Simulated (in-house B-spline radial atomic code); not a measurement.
Configurations of the oxygen ion O²⁺, with energies counted from [He] 2s2 2p2. All numbers are computed (scalar-relativistic (X2C) PBE, spin-polarised, spherical fractional occupations; Fermi nucleus of rms radius 2.6991 fm) with a radial B-spline atomic code at the basis-set limit, not measured. Shells without spins written out take the highest spin.

Occupations are held fixed; configurations that lie above the ionisation limit could autoionise.

```tsv
configuration	E - E(ref) (eV)	highest orbital	its <r> (bohr)
[He] 2s1 2p3	7.3309	2p up	0.9872
[He] 2s2 2p1 3s1	33.393	3s up	2.855
[He] 2s2 2p(1 up, 0 down) 3d(1 up, 0 down)	40.601	3d up	3.115
[He] 2s(1 up, 0 down) 2p(0 up, 2 down) 3p(1 up, 0 down)	51.569	3p up	3.113
```

(1) Order these further configurations by energy, lowest first.
A. [He] 2s2 2p(1 up, 0 down) 3p(1 up, 0 down)
B. [He] 2s1 2p2 3d1
C. [He] 2s(0 up, 1 down) 2p(0 up, 2 down) 3s(1 up, 0 down)
D. [He] 2s1 2p2 3s1
E. [He] 2s1 2p2 3p1

## Answers

(1) A (36.733 eV), D (41.37 eV), C (42.318 eV), E (44.745 eV), B (48.554 eV).
